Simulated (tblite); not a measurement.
Parent: `[cH:1]1[cH:2][cH:3][c:4]2[cH:5][p:6][cH:7][cH:8][c:9]2[cH:10]1`, C9H7P.

Structures optimised with GFN2-xTB, isolated species. One conformer each, not checked by frequencies here.

```
coordinate of the parent    value
                   C1–C2  1.403 Å
                   C2–C3  1.366 Å
                   C3–C4  1.415 Å
                   C4–C5  1.405 Å
                   C5–P6  1.711 Å
                   P6–C7  1.757 Å
                   C7–C8  1.360 Å
                   C8–C9  1.414 Å
                  C9–C10  1.410 Å
                  C1–C10  1.367 Å
                   C4–C9  1.421 Å
               C2–C1–C10   120.0°
                C1–C2–C3   120.2°
                C2–C3–C4   121.3°
                C3–C4–C5   119.8°
                C3–C4–C9   118.4°
                C5–C4–C9   121.9°
                C4–C5–P6   127.1°
                C5–P6–C7    99.9°
                P6–C7–C8   125.3°
                C7–C8–C9   124.7°
               C8–C9–C10   120.0°
                C4–C9–C8   121.2°
               C4–C9–C10   118.8°
               C1–C10–C9   121.3°
```

How does the shared frame change in `[F:1][c:2]1[p:3][cH:4][cH:5][c:6]2[cH:7][cH:8][cH:9][cH:10][c:11]12`, C9H6FP? Atoms pair as C1 = C8, C2 = C9, C3 = C10, C4 = C11, C5 = C2, P6 = P3, C7 = C4, C8 = C5, C9 = C6, C10 = C7 (parent first).

| parent | relative | value in the relative | change |
| --- | --- | --- | --- |
| C1–C2 | C8–C9 | 1.402 Å | -0.001 |
| C2–C3 | C9–C10 | 1.366 Å | 0.000 |
| C3–C4 | C10–C11 | 1.414 Å | -0.001 |
| C4–C5 | C11–C2 | 1.408 Å | +0.003 |
| C5–P6 | C2–P3 | 1.719 Å | +0.008 |
| P6–C7 | P3–C4 | 1.756 Å | -0.001 |
| C7–C8 | C4–C5 | 1.360 Å | 0.000 |
| C8–C9 | C5–C6 | 1.413 Å | -0.001 |
| C9–C10 | C6–C7 | 1.410 Å | 0.000 |
| C1–C10 | C8–C7 | 1.367 Å | 0.000 |
| C4–C9 | C11–C6 | 1.421 Å | 0.000 |
| C2–C1–C10 | C9–C8–C7 | 120.1° | +0.1 |
| C1–C2–C3 | C8–C9–C10 | 120.3° | +0.1 |
| C2–C3–C4 | C9–C10–C11 | 120.9° | -0.4 |
| C3–C4–C5 | C10–C11–C2 | 120.6° | +0.8 |
| C3–C4–C9 | C10–C11–C6 | 119.0° | +0.6 |
| C5–C4–C9 | C2–C11–C6 | 120.4° | -1.5 |
| C4–C5–P6 | C11–C2–P3 | 129.1° | +2.0 |
| C5–P6–C7 | C2–P3–C4 | 98.2° | -1.7 |
| P6–C7–C8 | P3–C4–C5 | 126.2° | +0.9 |
| C7–C8–C9 | C4–C5–C6 | 124.7° | 0.0 |
| C8–C9–C10 | C5–C6–C7 | 120.2° | +0.2 |
| C4–C9–C8 | C11–C6–C5 | 121.4° | +0.2 |
| C4–C9–C10 | C11–C6–C7 | 118.4° | -0.4 |
| C1–C10–C9 | C8–C7–C6 | 121.3° | 0.0 |

Of the parent's bonds, C5–P6 changes most (+0.008 Å). Bonds of the relative outside the shared frame: F1–C2 1.359 Å. Point group Cs → Cs.

All values are computed, not measured.
